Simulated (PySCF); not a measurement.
**How methods differ on the ionisation energy of Re²⁺**

Re²⁺ [Xe] 4f14 5d5 (6S) → Re³⁺ [Xe] 4f14 5d4 (5D), as a difference of total energies. Calculation: PySCF 2.14, in def2-QZVPPD with the def2 core potential (60 electrons); a scalar-relativistic core potential. Correlated levels: valence: 5s2 5p6 frozen. The calculations carry no spin-orbit coupling.

| method | ionisation energy (eV) |
| --- | --- |
| UHF | 27.194 |
| MP2 (valence) | 27.791 |
| SCS-MP2 (valence) | 27.393 |
| CCSD (valence) | 27.827 |
| CCSD(T) (valence) | 27.841 |

**Question.** How much does correlation contribute at CCSD(T) (valence)?

**Answer.** 27.841 − (27.194) = 0.647 eV, measured against UHF.

The reference lies between the lowest fine-structure levels, while these numbers refer to the centres of the terms.

Errors of the correlated levels include the incompleteness of this basis and the frozen core.

For comparison: 27 ± 1.6 eV (theoretical estimate listed by NIST; NIST Atomic Spectra Database, ionization energies).
